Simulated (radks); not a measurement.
The numbers below are computed, except where a source is named.
Coherent X-ray form factor from a spherical all-electron density. Level of theory: non-relativistic Kohn-Sham, PBE, spin-polarised, spherical densities, point nucleus (a radial shooting solver on a logarithmic mesh with Libxc functionals).

sin(theta)/lambda (1/angstrom),f0 (electrons)
0.05,67.403
0.1,65.698
0.15,63.114
0.2,59.957
0.25,56.528
0.3,53.072
0.4,46.642
0.5,41.147
0.6,36.488
0.8,28.996
1,23.493
1.25,18.993
1.5,16.267
2,12.750

The species is in the configuration that NIST lists as its ground one. Which atom or ion scatters so?

Answer. The lutetium ion Lu3+, [Xe] 4f14. Extrapolating in s^2 from the first two rows gives f0(0) = 68.0, near the electron count 68; among species with that count, the fall with angle is slower the higher Z, and the table is that of Z = 71; from so few rows the species is fixed only to a neighbour or two.
